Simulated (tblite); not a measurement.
Species: C5H11FN (charge +1).
Atom-mapped SMILES: `[CH3:1][C@@H:2]1[CH2:3][C@H:4]([CH2:5][F:6])[NH2+:7]1` (hydrogens: H8, H9, H10 on C1; H11 on C2; H12, H13 on C3; H14 on C4; H15, H16 on C5; H17, H18 on N7)

Computed with GFN2-xTB (tblite), gas phase: Langevin dynamics at 200 K from the optimised GFN2-xTB geometry, time step 0.5 fs, friction 0.01 fs⁻¹, 2000 steps. The instantaneous temperature is 2·E(kin)/(3Nk) with all 3N coordinates.

```csv
t (fs),T (K),E(pot) above start (eV),C1–C2 (Å),C2–C3 (Å),C3–C4 (Å),C4–C5 (Å),C5–F6 (Å),C1–H8 (Å),C3–C4–C5–F6 (°)
0,170,0.000,1.507,1.537,1.537,1.522,1.371,1.087,-58
25,127,0.233,1.515,1.526,1.528,1.530,1.380,1.121,-47
50,187,0.187,1.504,1.537,1.540,1.519,1.364,1.057,-50
75,171,0.417,1.508,1.550,1.532,1.546,1.348,1.069,-60
100,174,0.473,1.494,1.534,1.518,1.536,1.376,1.116,-56
125,220,0.435,1.503,1.532,1.521,1.522,1.352,1.088,-51
150,181,0.456,1.498,1.572,1.551,1.543,1.396,1.076,-57
175,184,0.436,1.522,1.597,1.529,1.559,1.353,1.115,-58
200,150,0.564,1.492,1.573,1.525,1.567,1.368,1.080,-48
225,258,0.504,1.503,1.564,1.532,1.539,1.388,1.088,-42
250,236,0.496,1.527,1.580,1.531,1.514,1.380,1.083,-53
275,224,0.318,1.480,1.550,1.557,1.531,1.353,1.104,-51
300,192,0.351,1.507,1.534,1.593,1.547,1.366,1.083,-45
325,225,0.288,1.514,1.549,1.509,1.532,1.363,1.093,-45
350,213,0.309,1.498,1.537,1.491,1.511,1.369,1.098,-49
375,189,0.390,1.530,1.535,1.571,1.543,1.349,1.059,-53
400,210,0.356,1.532,1.525,1.542,1.504,1.385,1.104,-50
425,139,0.450,1.494,1.536,1.527,1.515,1.391,1.104,-51
450,158,0.349,1.483,1.527,1.548,1.528,1.357,1.094,-60
475,155,0.315,1.513,1.502,1.545,1.487,1.357,1.053,-55
500,157,0.363,1.552,1.529,1.542,1.501,1.379,1.095,-53
525,174,0.378,1.523,1.546,1.549,1.510,1.405,1.114,-64
550,156,0.345,1.529,1.545,1.540,1.506,1.364,1.092,-71
575,109,0.398,1.492,1.537,1.535,1.502,1.341,1.063,-68
600,149,0.299,1.535,1.559,1.549,1.554,1.390,1.096,-68
625,175,0.294,1.498,1.538,1.543,1.526,1.412,1.057,-62
650,171,0.365,1.514,1.542,1.524,1.518,1.375,1.083,-54
675,177,0.370,1.522,1.523,1.545,1.512,1.348,1.128,-59
700,216,0.348,1.521,1.540,1.515,1.540,1.367,1.069,-61
725,144,0.394,1.527,1.546,1.482,1.532,1.387,1.040,-58
750,190,0.300,1.505,1.517,1.532,1.527,1.375,1.127,-44
775,191,0.439,1.508,1.543,1.528,1.504,1.348,1.126,-36
800,160,0.405,1.488,1.569,1.564,1.528,1.359,1.080,-35
825,186,0.382,1.489,1.537,1.589,1.561,1.368,1.086,-31
850,185,0.475,1.520,1.520,1.479,1.532,1.357,1.076,-31
875,120,0.516,1.536,1.516,1.534,1.548,1.372,1.096,-36
900,136,0.414,1.496,1.498,1.559,1.528,1.378,1.085,-51
925,180,0.332,1.522,1.539,1.557,1.533,1.374,1.126,-56
950,152,0.375,1.484,1.538,1.546,1.521,1.341,1.112,-55
975,172,0.339,1.500,1.553,1.558,1.566,1.351,1.055,-47
1000,138,0.330,1.523,1.545,1.558,1.512,1.344,1.093,-50
```

**Question.** From 500 fs on, how do temperature and potential energy compare with equipartition?

**Answer.** The mean temperature of these 21 frames is 164 K against the target 200 K, and the mean potential energy 0.37 eV against 48 × kT/2 = 0.41 eV for 48 classical harmonic modes. For 18 atoms in a canonical ensemble the temperature itself scatters by T·√(2/(3N)) = 38 K; here its standard deviation is 25 K. The whole run lasts only 10 friction times of 100 fs, so these averages carry a wide statistical error.

**Question.** What are the kinetic and total energies of the listed frame with the highest potential energy?

**Answer.** The one at 200 fs, 0.564 eV above the start. Its kinetic energy is 3NkT/2 = 0.348 eV at 150 K, so the sum is 0.91 eV; over the listed frames the sum runs from 0.39 to 1.10 eV, since the thermostat adds and removes energy.

**Question.** How much do the listed bonds fluctuate from 500 fs on?

**Answer.** 
```
 bond  at the start (Å)  mean (Å)  standard deviation (Å)
C1–C2             1.507     1.513                   0.018
C2–C3             1.537     1.537                   0.016
C3–C4             1.537     1.539                   0.025
C4–C5             1.522     1.527                   0.019
C5–F6             1.371     1.368                   0.019
C1–H8             1.087     1.090                   0.025
```

The motion is classical and holds no zero-point motion.

What follows is the cost of the whole dynamics run. On one thread, Intel Xeon at 2.50 GHz (x86_64), shared host with 64 logical CPUs at a one-minute load of 37, this took 47 s wall, 30 s CPU and 0.19 GiB of memory at its peak.
